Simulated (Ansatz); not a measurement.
`CC[SiH2]P` and `COC[SiH2]P` differ in one atom or group.

Ansatz, PBE0-D4/def2-TZVP geometries, multiplicity 1. Each molecule was computed in one conformer, which needn't be the lowest.

| property | `CC[SiH2]P` |
| --- | --- |
| HOMO energy (B3LYP/def2-TZVPP) / eV | -7.17 |
| HOMO–LUMO gap (B3LYP/def2-TZVPP) / eV | 7.30 |
| LUMO energy (PBE0/def2-TZVPP) / eV | 0.36 |
| HOMO energy (ωB97M-V/def2-TZVPP) / eV | -9.49 |
| HOMO energy (PBE0/def2-TZVPP) / eV | -7.38 |
| HOMO–LUMO gap (ωB97M-V/def2-TZVPP) / eV | 11.54 |

(1) Give the same properties after the change, and the shifts. (An estimate is asked.)

Answers

(1) Ansatz gave: 
```json
{"property": "HOMO energy (B3LYP/def2-TZVPP) / eV", "`COC[SiH2]P`": "-7.28", "shift": "-0.11"}
{"property": "HOMO–LUMO gap (B3LYP/def2-TZVPP) / eV", "`COC[SiH2]P`": "7.45", "shift": "0.15"}
{"property": "LUMO energy (PBE0/def2-TZVPP) / eV", "`COC[SiH2]P`": "0.39", "shift": "0.03"}
{"property": "HOMO energy (ωB97M-V/def2-TZVPP) / eV", "`COC[SiH2]P`": "-9.61", "shift": "-0.12"}
{"property": "HOMO energy (PBE0/def2-TZVPP) / eV", "`COC[SiH2]P`": "-7.50", "shift": "-0.12"}
{"property": "HOMO–LUMO gap (ωB97M-V/def2-TZVPP) / eV", "`COC[SiH2]P`": "11.74", "shift": "0.20"}
```

B3LYP here is the variant with VWN-RPA as its local correlation; programs differ in this.
